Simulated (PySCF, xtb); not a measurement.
C₂H₇ClSi₃, SMILES Cl[Si@@H]1C=C[SiH2][SiH2]1.

Harmonic wavenumbers (cm⁻¹) from GFN2-xTB (xtb) at its own minimum, in rising order: 39, 111, 129, 230, 288, 337, 383, 410, 427, 459, 490, 508, 531, 535, 600, 635, 635, 693, 714, 745, 802, 828, 953, 1153, 1309, 1606, 2170, 2179, 2189, 2194, 2202, 2987, 3008.

What does PySCF with PBE-D3(BJ)/def2-SVP give at its own minimum? (An estimate is asked for; the answer gives what the named calculation found.)

23, 123, 135, 254, 294, 352, 397, 409, 442, 461, 527, 578, 592, 608, 621, 661, 729, 747, 756, 787, 865, 898, 981, 1087, 1255, 1553, 2145, 2150, 2152, 2160, 2177, 3037, 3059. Paired by order, the mean absolute difference is 37 cm⁻¹ and the zero-point energies are 46.4 and 47.2 kcal/mol.
